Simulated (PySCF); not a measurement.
**Excitation energy of Cd by level of theory**

Cd [Kr] 4d10 5s2 (1S) → Cd [Kr] 4d10 5s1 5p1 (3P), as a difference of total energies. All numbers are calculated (PySCF 2.14, a scalar-relativistic core potential, in aug-cc-pwCVDZ-PP with ECP28MDF). Correlated levels: valence: 4s2 4p6 frozen; valence and next inner shell: nothing frozen outside the core potential. The calculations carry no spin-orbit coupling.

Task: Order these methods by the excitation energy they give, lowest first.
A. UHF
B. PBE
C. B2PLYP
D. BHandHLYP

Result: A (2.500 eV), D (3.708 eV), C (3.952 eV), B (4.026 eV).

Errors of the correlated levels include the incompleteness of this basis and the frozen core.

For comparison: 3.874 eV (measured; NIST levels, between the centres of gravity of the two terms).
